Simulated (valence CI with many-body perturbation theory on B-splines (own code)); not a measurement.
## Sensitivity of CI+MBPT for Ca15+

Computed by valence CI with perturbative core correlation (CI+MBPT): three valence electrons over a frozen Dirac-Fock core [He], a basis of 6 s, 6 p, 5 d, 3 f, 1 g functions for each j, with the one-electron correlation potential Σ1 (screened to all orders), the two-electron term Σ2, the three-electron term Σ3, Breit, model QED; selected single and double excitations, second order for the rest (own B-spline code, finite nucleus).

No measured spectrum was set against this ion. As an estimate, levels of excited configurations hold to 0.05 to 0.15 % of their energy, terms of the ground configuration to about 0.5 %.

The reference run has the lowest level 2s2 2p 2P°_1/2 and an ionisation energy of 973.720 eV. Its largest variational space holds 3880 state functions.

Names give the largest LS component (configuration and term), which can be under half, so a name can repeat, a term be missing and a line seem to break the LS rules; names also repeat where a configuration has a term twice.

Changed runs:
A. logarithmic knot step 0.27 → 0.2
B. screening of Σ1 on → off
C. shift of the energy in Σ1 (hartree) 0 → -5.4
D. size limit of the variational space 10000 → 300; second order for the rest on → off (bad on purpose)

Excitation energies of the reference run in cm⁻¹, and shifts in cm⁻¹:

| Level | Reference | A | B | C | D |
| --- | --- | --- | --- | --- | --- |
| 2s2 2p 2P°_3/2 | 36619 | -1.4 | -0.1 | -1.2 | +1117 |
| 2s 2p2 4P_1/2 | 267508 | -23 | +2.9 | +19 | -88 |
| 2s 2p2 4P_3/2 | 282018 | -24 | +2.8 | +18 | +374 |
| 2s 2p2 4P_5/2 | 300315 | -24 | +2.8 | +18 | +230 |
| 2s 2p2 2D_3/2 | 479699 | -25 | +2.5 | +17 | +2003 |
| 2s 2p2 2D_5/2 | 482287 | -25 | +2.5 | +17 | +1516 |
| 2s 2p2 2S_1/2 | 592770 | -25 | +2.3 | +17 | +541 |
| 2s 2p2 2P_1/2 | 634442 | -26 | +2.3 | +17 | +1087 |
| 2s 2p2 2P_3/2 | 646269 | -27 | +2.3 | +17 | +2815 |
| 2p3 4S°_3/2 | 834568 | -46 | +5.5 | +37 | +2076 |
| 2p3 2D°_3/2 | 940299 | -47 | +5.3 | +36 | +3436 |
| 2p3 2D°_5/2 | 945132 | -47 | +5.3 | +36 | +1027 |
| Ionisation energy (eV) | 973.720 | -0.0014 | -0.0028 | -0.007 | -0.123 |
